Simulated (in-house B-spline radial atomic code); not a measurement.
A calculation on Cr⁵⁺: its settings, and results tabulated from the run. Computed with an all-electron radial atomic-structure program (B-spline basis): scalar-relativistic (X2C) r2SCAN0, spin-polarised, spherical fractional occupations, Fermi nucleus of rms radius 3.6452 fm.

Command:
```bash
python run_scf.py task.json out
```
Settings (nuclear radius in fm, mass in u):
```
Z                24
configuration    [Ar] 3d1
hamiltonian      x2c
method           r2scan0
spin_polarised   True
nucleus          fermi
rms_radius       3.6452
atomic_mass      51.9405
speed_of_light   137.035999084
```

Output (hartree, bohr):
```
 radial grid: 66 intervals, B-splines of order 8, outer radius 12.1053 bohr

 iter        energy (Eh)    residual
    1       -1044.241328    4.74e-02
    2       -1044.245864    1.95e-03
    3       -1044.245892    7.83e-04
    4       -1044.245896    3.62e-04
    5       -1044.245897    5.33e-05
    6       -1044.245897    1.56e-05
    7       -1044.245897    1.15e-06
    8       -1044.245897    1.66e-07

 total energy                     -1044.24590
 kinetic                            1056.5904
 electron-nucleus                  -2433.3975
 Hartree                             378.9383
 exact exchange                      -11.3222
 exchange-correlation                -35.0549

 orbital      occ     eigenvalue          <r>       <r^2>       <1/r>     <1/r^2>     <1/r^3>       r_max
 1s up      1.000      -221.2823    0.0632717  0.00539818     24.1566     1234.25           -      0.0413
 1s down    1.000      -221.2827    0.0632717  0.00539816     24.1566     1234.25           -      0.0413
 2s up      1.000       -28.5602     0.291875    0.100704     5.11434     115.841           -      0.2431
 2s down    1.000       -28.5308     0.291628    0.100517     5.11861     116.018           -       0.243
 2p up      3.000       -24.4584     0.259412   0.0827814     4.95745     33.9087     364.491      0.1979
 2p down    3.000       -24.4339     0.259115   0.0825652     4.96163     33.9567     365.134      0.1978
 3s up      1.000        -5.9862     0.860146    0.846459     1.64377     18.0587           -       0.761
 3s down    1.000        -5.9143     0.861732    0.849748     1.63939     17.9404           -      0.7615
 3p up      3.000        -4.7987     0.894276     0.92834     1.52499     5.11817     49.3624      0.7743
 3p down    3.000        -4.7223     0.896327     0.93271     1.52019     5.08155     48.9347      0.7751
 3d up      1.000        -2.8577     0.963828     1.11959     1.28907     2.14788     4.88098      0.7485
```


Caution: exact exchange at fractional occupations of open shells leaves self-interaction of up to several eV.
Radii and densities under X2C are those of the two-component orbitals, without the picture-change correction, which makes inner s shells of heavy atoms about 5 % too small.
